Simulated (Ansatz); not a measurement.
Reactions of C2H4Cl2OSi, SMILES `C=C[Si](O)(Cl)Cl`.

Computed with Ansatz on PBE0-D4/def2-TZVP structures; ΔE is electronic, products minus reactants. CBS: MP2 limit from def2 TZ/QZ plus the TZ coupled-cluster correction, frozen cores. This one scheme is used for every species. DFT in def2-TZVPP. For Se outer-core shells are correlated without core-valence functions, which leaves a few kJ/mol of doubt a bond. Scalar relativity is left out up to krypton. One conformer a species, not always the lowest.

| reaction | ωB97M-V (eV) | CCSD/CBS(def2) (eV) | PBE0-D4 (eV) | ωB97X-V (eV) |
| --- | --- | --- | --- | --- |
| `C=C[Si](O)(Cl)Cl` + `F[Si](F)(F)[SeH]` → `C=C[Se][Si](F)(F)F` + `O[SiH](Cl)Cl` | 0.56 | 0.55 | 0.54 | 0.54 |
| `C=C[Si](O)(Cl)Cl` + SiH₄ → `O[Si]([SiH3])(Cl)Cl` + `C=C` | 0.20 | 0.15 | 0.08 | 0.15 |
| `C=C[Si](O)(Cl)Cl` + `[NH2][AlH2]` → `C=[CH][AlH][NH2]` + `O[SiH](Cl)Cl` | 0.10 | 0.07 | 0.11 | 0.10 |
| `C=C[Si](O)(Cl)Cl` + H–F → `O[Si](F)(Cl)Cl` + `C=C` | -1.37 | -1.37 | -1.26 | -1.37 |

(1) Give the CCSD(T)/CBS values in the same order. (Best estimate.)

Largest T1 diagnostic: 0.012, for `C=[CH][AlH][NH2]`.

Results:

(1) Computed: 0.54, 0.15, 0.08, -1.33 eV.
